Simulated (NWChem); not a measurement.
Species: C2H7NOSi; SMILES CO/C=N/[SiH3]

```xyz
12

C      0.7691    -2.2889     0.0000
O     -0.5694    -1.8273     0.0000
C     -0.7443    -0.5093     0.0000
N      0.1986     0.3275     0.0000
Si     0.0926     2.0633     0.0000
H      0.7162    -3.3841     0.0000
H      1.3074    -1.9295    -0.8899
H      1.3074    -1.9295     0.8899
H     -1.8311    -0.2991     0.0000
H      1.4705     2.6302     0.0000
H     -0.6254     2.5710     1.2141
H     -0.6254     2.5710    -1.2141
```
Atoms are numbered in this order, from 1.

Program: NWChem. Pople sets run with spherical d functions. The geometry was optimised at PBE0/def2-SVP. Not confirmed as a minimum by frequencies. Total energies of different functionals are on different scales.

```
level                                                             energy (Ha)  highest occupied level (eV)  orbital gap (eV)  dipole (D)
----------------------------------------------------------------  -----------  ---------------------------  ----------------  ----------
B3LYP/6-31G*                                                        -499.8814                        -6.97              6.91        1.01
PBE/6-31G*                                                          -499.4491                        -5.78              4.90        1.13
BP86/6-31G*                                                         -499.8831                        -5.90              4.92        1.14
KT2/6-31G*                                                          -505.7104                        -5.94              5.08        1.05
BHandHLYP/6-31G*                                                    -499.7373                        -8.61              9.94        0.90
N12/6-31G*                                                          -499.7502                        -5.67              4.98        1.03
revPBE/6-31G*                                                       -499.7309                        -5.74              4.93        1.17
Hartree-Fock/6-31G*                                                 -498.0290                       -10.83             15.00        0.91
BLYP/6-31G*                                                         -499.7747                        -5.62              4.91        1.13
LC-wPBE (HJS exchange hole, range parameter 0.4 per bohr)/6-31G*    -499.5958                       -10.02             12.52        0.98
```
